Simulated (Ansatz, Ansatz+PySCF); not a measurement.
```yaml
atoms:
  - { symbol: Li, position_ang: [0.0000, 0.0000, 0.0000] }
  - { symbol: O, position_ang: [0.0000, 0.0000, 1.6036] }
```

Basis set: def2-SVP (spherical functions). Frozen core: 1 orbital. Charge 0, multiplicity 2.

Computed with Ansatz (development build ahead of 0.2.0); each method stands on the lowest determinant of its kind that the runs found.

The atomization energy at this shape (free ground-state atoms in the same class of orbitals less the molecule, no zero-point energy) of doublet LiO:

| method | atomization energy |
| --- | --- |
| UHF-MP2 | 285.8 kJ/mol |
| ROHF | 163.6 kJ/mol |
| UHF | 159.1 kJ/mol |

Q: What does UHF-CCSD(T) give?

A: 278.9 kJ/mol.
